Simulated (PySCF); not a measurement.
**Electron correlation in Ge²⁺ (germanium, charge +2)**

[Ar] 3d10 4s2, closed-shell 1S. All numbers are calculated (PySCF 2.14, the spin-free X2C one-electron Hamiltonian (Gaussian nucleus), in x2c-SVPall (5s4p3d, 32 functions)). Frozen: [Ar] 3d10; 2 electrons correlated.

Total MP2 correlation energy: -26.38 mhartree.

Same-spin part 0.00 and opposite-spin part -26.38 mhartree; SCS-MP2 scales them by 1/3 and 6/5 to -31.65 mhartree.

With two correlated electrons CCSD is exact within the correlated space (frozen core and kept virtual orbitals).

```csv
level,correlation energy (mhartree)
CCSD,-38.38
```

Diagnostics: T1 = 0.0042, D1 = 0.0059, largest double amplitude 0.102.

Task: Is a single reference adequate?

Result: Mostly. T1 lies below 0.03, but a double amplitude of this size points to a near-degeneracy that CCSD handles and MP2 describes poorly.
